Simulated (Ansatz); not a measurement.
These are Ansatz (an electronic-structure program) with frozen-core CCSD(T)/def2-TZVPP // r2SCAN-D4/def2-TZVP values and carry that method's errors.

Ansatz 0.2 input:
```yaml
crystal:
  periodic: [false, false, false]
  atoms:
    - { symbol: F, position_ang: [-0.774087, 1.390856, -0.228173] }
    - { symbol: Si, position_ang: [-0.101541, -0.008352, 0.001681] }
    - { symbol: F, position_ang: [-0.586587, -0.567727, 1.385425] }
    - { symbol: F, position_ang: [-0.593933, -0.983645, -1.124938] }
    - { symbol: Br, position_ang: [2.056147, 0.16887, -0.033995] }
basis:
  gaussian: { orbitals: def2-TZVPP }
correlation:
  method: ccsd_t
```

Output:

```
Functional definition: HF
1197 factors; integrals over basis functions are off by at most 1.1e-3 eV
mean field evaluation 1: about -85987.2189 eV, gradient 4.2e1 eV
mean field evaluation 2: about -85987.4209 eV, gradient 4.3e1 eV
mean field evaluation 4: about -85990.2622 eV, gradient 1.9e0 eV
mean field evaluation 8: about -85990.2996 eV, gradient 1.4e-1 eV
mean field evaluation 16: about -85989.0299 eV, gradient 2.7e1 eV
mean field -85990.29972652 eV, -3160.0852286308 hartree, gradient 5.0e-6 eV, S^2 0.000000; 0 other end points of the search recorded, 0 dependent functions left out
17 core orbitals not correlated
reference -85990.29972652 eV, -3160.0852286308 hartree; 21, 21 occupied and 145, 145 virtual orbitals, 1197 factors
second order -30.68053526 eV of doubles, -0.00000000 eV of singles
cycle   1  -30.15474946 eV  change    5.3e-1 eV  update   1.0e-1
cycle   2  -30.71860383 eV  change   -5.6e-1 eV  update   2.8e-2
cycle   3  -30.83489503 eV  change   -1.2e-1 eV  update   1.3e-2
cycle   4  -30.81505599 eV  change    2.0e-2 eV  update   2.6e-3
cycle   5  -30.81334791 eV  change    1.7e-3 eV  update   9.7e-4
cycle   6  -30.81409291 eV  change   -7.4e-4 eV  update   2.6e-4
cycle   7  -30.81389471 eV  change    2.0e-4 eV  update   7.7e-5
cycle   8  -30.81384187 eV  change    5.3e-5 eV  update   1.7e-5
cycle   9  -30.81384456 eV  change   -2.7e-6 eV  update   5.7e-6
perturbative correction -0.92882962 eV, -0.0341338591 hartree
Total energy: -86022.04240070 eV, -3161.2517503912 hartree
```

Cost: about 2.3 core-minutes (a rough figure).
